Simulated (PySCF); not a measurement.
**Checking a proposed structure**

A compound C₅H₈F₂O₂Si gives the data below (simulated from a calculation) and was assigned the structure `O=C(O)[C@]1(C(F)F)CC[SiH2]1`.

¹³C{¹H} NMR (computed): δ 165.3 (CH), 119.3 (CH), 82.9 (C), 20.6 (CH2, 2C).

¹H NMR (400 MHz, computed): δ 7.94 (s, 1H), 7.23 (m, 1H), 4.63 (m, 1H), 4.44 (m, 1H), 2.27 (m, 2H), 1.83 (m, 2H).

- NMR shieldings at PBE0/pcSseg-1/GIAO
- structure optimised with GFN2-xTB
- code: PySCF 2.14
- in vacuum, one computed conformer, relativity neglected, fast rotation and ring inversion assumed for equivalent nuclei

δ = σ(ref) − σ, references computed at the same level: ¹H (σ = 31.72 ppm), ¹³C (σ = 186.93 ppm) vs TMS.

Problem. Compare with the shifts computed for the proposed structure, pairing carbons in order of shift.

Solution. Numbering as in the mapped SMILES `[O:1]=[C:2]([OH:3])[C@:4]1([CH:5]([F:6])[F:7])[CH2:8][CH2:9][SiH2:10]1`. Each H is labelled by its parent atom.

| atom | computed for proposal | given list | difference |
| --- | --- | --- | --- |
| C2 | 177.7 | 165.3 | +12.4 |
| C5 | 123.6 | 119.3 | +4.3 |
| C4 | 47.3 | 82.9 | -35.6 |
| C8 | 21.1 | 20.6 | +0.5 |
| C9 | 6.7 | 20.6 | -13.9 |

The rms difference is 18.1 ppm and the largest -35.6 ppm at C4 (fully substituted sp3 carbon bonded to Si, α to a carbonyl). The proposal also would give 5 carbon signals, not 4. The carbon types in order of shift don't match either: C, CH, C, CH2, CH2 for the proposal against CH, CH, C, CH2, CH2 in the data. The proposal doesn't fit.

Problem. Which isomer fits?

Solution. `InChI=1S/C5H8F2O2Si/c6-4(7)5(9-3-8)1-10-2-5/h3-4H,1-2,10H2`.

- Carbon types of the structure: 1 × C, 2 × CH, 2 × CH2, leaving 2 H on heteroatoms.
- δC 165.3: ester carbonyl carbon; it is a carbonyl in resonance with an O or N lone pair, the region of acids, esters and amides.
- δC 119.3: sp3 CH bonded to 2 F; 2 electronegative neighbours deshield it.
- δC 82.9: fully substituted sp3 carbon bonded to O; pulled downfield by the heteroatom.
- δH 7.23: hydrogen on an sp3 CH bonded to 2 F; its carbon carries F, an electronegative neighbour.

Other isomers checked: O=C[C@@]1(F)O[C@@H](F)CC[SiH2]1 (rms 23.0 ppm); O=C[C@@]1(F)O[C@H](F)CC[SiH2]1 (rms 24.2 ppm).

This is the structure that produced the data.

Splittings by ¹⁹F in the carbon and heteronuclear signals aren't shown, as no couplings were computed. Shifts are as computed. Against solution values, carbons near 30 ppm lie about +3 ppm off and those near 130 ppm about +5 ppm. Of 1309 compounds with measured shifts, 239 miss one by over three times the rms of a fit or turn the order of signals round; such compounds aren't used in these exercises. No couplings were computed; multiplicities are counted from neighbouring protons, with m where these are inequivalent, close in shift, in a saturated or five-membered ring or joined by F or P, and br s for small geminal =CH2 splittings.
